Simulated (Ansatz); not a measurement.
`C=C[SiH](O)[SiH2]O` + `O[SiH](O)O` → `O[SiH2]O[SiH](O)O` + `C=C[SiH2]O`  (cleavage of the Si–Si bond)

Gas-phase electronic energies from Ansatz, PBE0-D4/def2-TZVP geometries. CBS: MP2 limit from def2 TZ/QZ plus the TZ coupled-cluster correction, frozen cores. Functionals use def2-TZVPP. One conformer a species, not always the lowest.

`C=C[SiH](O)[SiH2]O`:

Z-matrix (Å, degrees):
```
Si
C 1 1.854
Si 1 2.352 2 111.3
O 1 1.659 2 107.4 3 119.8
H 1 1.496 2 110.3 3 -122.0
C 2 1.331 1 123.5 3 17.2
H 2 1.090 1 118.1 3 -164.3
O 3 1.660 1 108.1 2 -57.4
H 3 1.494 1 110.9 2 64.1
H 3 1.496 1 110.3 2 -178.6
H 4 0.958 1 117.0 2 154.0
H 6 1.087 2 122.0 1 178.0
H 6 1.087 2 122.0 1 -1.2
H 8 0.958 3 117.4 1 -177.2
```

`O[SiH](O)O`:

Z-matrix (Å, degrees):
```
Si
O 1 1.641
O 1 1.633 2 105.0
O 1 1.630 2 114.4 3 -119.5
H 1 1.476 2 110.6 3 122.9
H 2 0.958 1 117.9 3 -173.6
H 3 0.958 1 116.6 2 25.4
H 4 0.959 1 117.6 2 72.3
```

`O[SiH2]O[SiH](O)O`:

```xyz
12

O    -0.955   -0.313    1.723
Si   -1.602    0.350    0.349
O    -0.434    0.299   -0.771
Si    1.084   -0.296   -0.980
O     1.701   -0.643    0.491
O     2.040    0.773   -1.745
H    -1.535   -0.789    2.317
H    -2.781   -0.449   -0.069
H    -1.984    1.760    0.587
H     1.006   -1.464   -1.871
H     1.051   -0.718    1.199
H     2.409    1.492   -1.229
```

`C=C[SiH2]O`:

Z-matrix (Å, degrees):
```
Si
C 1 1.857
O 1 1.649 2 111.4
H 1 1.491 2 108.7 3 122.7
H 1 1.484 2 111.0 3 -117.5
C 2 1.330 1 122.9 3 6.6
H 2 1.090 1 118.9 3 -173.1
H 3 0.958 1 117.3 2 72.7
H 6 1.087 2 121.4 1 0.7
H 6 1.086 2 122.4 1 -179.7
```

```tsv
level	ΔE (eV)
PBE-D4	-1.26
ωB97M-V	-1.57
PBE0	-1.37
HF/def2-TZVPP	-1.78
CCSD/def2-TZVPP	-1.58
CCSD(T)/def2-TZVPP	-1.55
MP2/def2-QZVPP	-1.62
HF/CBS(def2)	-1.81
```

(1) What does CCSD(T)/CBS give? (Best estimate.)

Largest T1 diagnostic among the species: 0.012.

Results:

(1) The calculation gave: -1.54 eV. The listed levels differ from it by 0.28, -0.03, 0.17, -0.24, -0.04, -0.01, -0.08, -0.27 eV.

In def2-TZVPP, CCSD(T) changes the Hartree–Fock value by +0.23 eV (the triples alone add +0.03 eV) and MP2 by +0.17 eV. From PBE to PBE0 (25 % exact exchange), in def2-TZVPP and without D4, ΔE moves by −0.10 eV.
